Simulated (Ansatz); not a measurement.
`C[SiH2][Se][SiH3]` + `C[SeH]` → `C[Se][Se][SiH3]` + `C[SiH3]`  (ligand exchange at the Se–Si bond)

Gas-phase electronic energies from Ansatz, PBE0-D4/def2-TZVP geometries. CCSD(T)/CBS adds triple-zeta CCSD(T) − MP2 to the extrapolated MP2 energy (def2 sets, frozen cores). This one scheme is used for every species. DFT in def2-TZVPP. For Se outer-core shells are correlated without core-valence functions, which leaves a few kJ/mol of doubt a bond. Scalar relativity is left out up to krypton. Each species was taken in one conformer, which may not be the lowest.

| level | ΔE (kJ/mol) | difference from CCSD(T)/CBS |
| --- | --- | --- |
| PBE | 44.6 | -8.6 |
| PBE0 | 51.4 | -1.8 |
| r2SCANh | 53.0 | -0.2 |
| r2SCAN0 | 55.2 | 2.0 |
| CAM-B3LYP | 49.4 | -3.8 |
| MP2/def2-SVP | 56.6 | 3.4 |
| CCSD/def2-SVP | 55.2 | 2.0 |
| SCS-MP2/def2-QZVPP | 51.9 | -1.3 |
| HF/CBS(def2) | 53.4 | 0.2 |
| MP2/CBS(def2) | 55.1 | 1.9 |
| CCSD(T)/CBS | 53.2 | 0 |

Largest T1 diagnostic among the species: 0.010.

From r2SCAN to r2SCAN0 (25 % exact exchange), in def2-TZVPP and without D4, ΔE moves by +3.9 kJ/mol. Leaving LDA and LC-ωPBE aside and taking each functional with its dispersion term where it has one, the values, not all of them listed here, spread over 19.7 kJ/mol, from BLYP-D4 to PBE-QIDH. LDA lies +5.3 kJ/mol from PBE without D4.

CCSD(T)/CBS has its own doubt, a few kJ/mol and more with outer-core shells, so smaller differences from it don't rank the levels.
